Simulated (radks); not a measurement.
Q: Cu, configuration [Ar] 3d10 4s1. Calculated with a radial shooting solver on a logarithmic mesh with Libxc functionals: non-relativistic Kohn-Sham, PBE, spin-unpolarised, spherical densities, point nucleus. Some entries of the table are withheld. Estimate them.

orbital  occ.  eigenvalue (hartree)  <r> (bohr)
1s          2             -321.4270         (1)
2s          2             -38.21410         (2)
2p          6                   (3)         (4)
3s          2              -4.07725         (5)
3p          6              -2.61300         (6)
3d         10              -0.19159       1.040
4s          1              -0.16311       2.998

A: 
(1) 1s <r> (bohr): 0.05290
(2) 2s <r> (bohr): 0.2387
(3) 2p eigenvalue (hartree): -33.50140
(4) 2p <r> (bohr): 0.2078
(5) 3s <r> (bohr): 0.7224
(6) 3p <r> (bohr): 0.7541
